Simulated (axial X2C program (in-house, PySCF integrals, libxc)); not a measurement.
## Spectroscopic constants of SiTe⁺

Computed with an in-house all-electron X2C program for linear molecules (integrals from PySCF). Spin-free means the one-electron spin-free X2C Hamiltonian. Basis: Te dyall-cv3z [11s12p8d4f1g], Si dyall-v3z [8s7p2d1f] (cores contracted in-house); Gaussian nuclei, density fitting, unrestricted open shells. Masses: Te 129.906 u, Si 27.977 u.

The run was started with this input:
```json
{"zs": [52, 14], "q": 1, "bas": ["dyall-cv3z", "dyall-v3z"], "levels": ["PBE0", "HF", "r2SCAN"], "cc": true, "r0": 2.35, "thr": -1.0, "nmax": 90, "npts": 10, "nst": 2, "ntry": 6}
```
```bash
python so2c.py task.json out
```

Keys: zs atomic numbers; q charge; bas basis sets; levels methods; cc coupled cluster on or off; r0 starting distance in Å; thr threshold in hartree for freezing inner shells (an s shell follows its p shell); nmax most natural virtual spinors; npts points on the curve; nst determinants followed; ntry starts of the search. HF also brings MP2.

State, spin-free: M_S = 1/2, Λ = 1 (beyond evenly filled blocks: π+α, π+β, π-α); electrons by block: σα: 15, σβ: 15, π+α: 7, π+β: 7, π-α: 7, π-β: 6, δ+α: 2, δ+β: 2, δ-α: 2, δ-β: 2. Fragments: Te + Si+.

```json
{"Hamiltonian": "spin-free", "level": "PBE0", "Re (Å)": "2.415", "ωe (cm⁻¹)": "402.6", "De (eV)": "3.59", "k (mdyn/Å)": "2.2", "μ (D)": "4.11"}
{"Hamiltonian": "spin-free", "level": "r2SCAN", "Re (Å)": "2.429", "ωe (cm⁻¹)": "391.4", "De (eV)": "3.55", "k (mdyn/Å)": "2.08", "μ (D)": "3.99"}
```

Dipoles are positive if Si is the positive end and refer to the centre of mass.

Occupations by symmetry block were frozen at the best pattern of an incomplete PBE0 search. De is counted from the lowest determinant-based energies of the atoms at the same level, without counterpoise correction. Other states lie close and PBE0, whose exact exchange favours high spin, may order them wrongly; the determinant shown need not be the ground state. The nearest other spin-free determinant of the search, M_S = 1/2, Λ = 0, lies 0.48 eV up at the distance of the search. Without a current term, density functionals place determinants with orbital angular momentum somewhat too high. At some level and bond length an empty orbital lies below a filled one. The determinant is spin-polarised beyond a pure state at some levels (its spin-free form has ⟨S²⟩ too high), which makes Re and μ there less reliable. Spin-free De lacks the spin–orbit lowering of the heavy p-block atom, a tenth of an eV or more for 4p and 5p, up to an eV for 6p and one to two eV for 7p atoms, less what an open-shell molecule gains itself.

No reliable constants came from CCSD (2c), CCSD (spin-free), CCSD(T) (2c), CCSD(T) (spin-free), HF (2c), HF (spin-free), MP2 (2c), MP2 (spin-free), PBE0 (2c), r2SCAN (2c): no minimum in range, unconverged points, a curve that is not smooth, a change of character along it, or the two Hamiltonians disagreeing along it.

The whole task took 2.1 min on 1 thread of Arm Neoverse V2, on a shared host.
